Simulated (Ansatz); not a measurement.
Calculated with Ansatz (gas phase, PBE0-D4/def2-TZVP geometries, no zero-point term in ΔE). CBS: MP2 limit from def2 TZ/QZ plus the TZ coupled-cluster correction, frozen cores. This one scheme is used for every species. Functionals use def2-TZVPP. def2 core potentials past Kr. For Te outer-core shells are correlated without core-valence functions, which leaves a few kJ/mol of doubt a bond. Each species was taken in one conformer, which may not be the lowest.

Reaction (cleavage of the Si–Si bond): `N[SiH2][Si](N)(O)O` + H₂Te → `N[Si](O)(O)[TeH]` + `N[SiH3]`

`N[SiH2][Si](N)(O)O`:

Z-matrix (Å, degrees):
```
Si
Si 1 2.337
N 1 1.730 2 104.6
H 1 1.491 2 111.2 3 116.2
H 1 1.497 2 111.5 3 -125.7
O 2 1.644 1 107.4 3 165.9
N 2 1.723 1 119.2 3 -73.4
O 2 1.650 1 103.0 3 43.4
H 3 1.009 1 116.9 2 -46.2
H 3 1.008 1 120.0 2 175.4
H 6 0.960 2 116.9 1 169.4
H 7 1.009 2 118.5 1 -72.7
H 7 1.009 2 118.2 1 64.2
H 8 0.960 2 116.8 1 -166.3
```

H₂Te:

Z-matrix (Å, degrees):
```
Te
H 1 1.656
H 1 1.656 2 90.4
```

`N[Si](O)(O)[TeH]`:

Cartesian coordinates in Å:
```
N -0.347 -1.341 0.600
Si -0.165 0.253 0.041
O 0.947 0.873 1.071
O -1.610 1.024 0.017
Te 0.517 0.632 -2.335
H -0.927 -1.993 0.098
H 0.438 -1.797 1.035
H 1.391 1.669 0.772
H -2.157 0.913 0.798
H 1.912 -0.233 -2.098
```

`N[SiH3]`:

```xyz
7

N    -0.759    0.673   -0.329
Si    0.528   -0.377    0.116
H    -0.967    1.477    0.242
H    -1.604    0.287   -0.720
H     1.725    0.459    0.392
H     0.292   -1.226    1.323
H     0.786   -1.293   -1.025
```

Is it downhill or uphill in electronic energy at CCSD(T)/CBS, and by how much? (An estimate is asked.)

Ansatz gave: Downhill: ΔE = -19.4 kcal/mol.

What do these levels give: PBE-D4, PBE0-D4, ωB97M-V, PBE0, MP2/def2-TZVPP, MP2/def2-QZVPP? (An estimate is asked.)

Computed: PBE-D4 -16.4, PBE0-D4 -17.6, ωB97M-V -19.1, PBE0 -17.8, MP2/def2-TZVPP -21.1, MP2/def2-QZVPP -22.1 kcal/mol.

Largest T1 diagnostic among the species: 0.012.

From PBE to PBE0 (25 % exact exchange), in def2-TZVPP and without D4, ΔE moves by −1.2 kcal/mol.
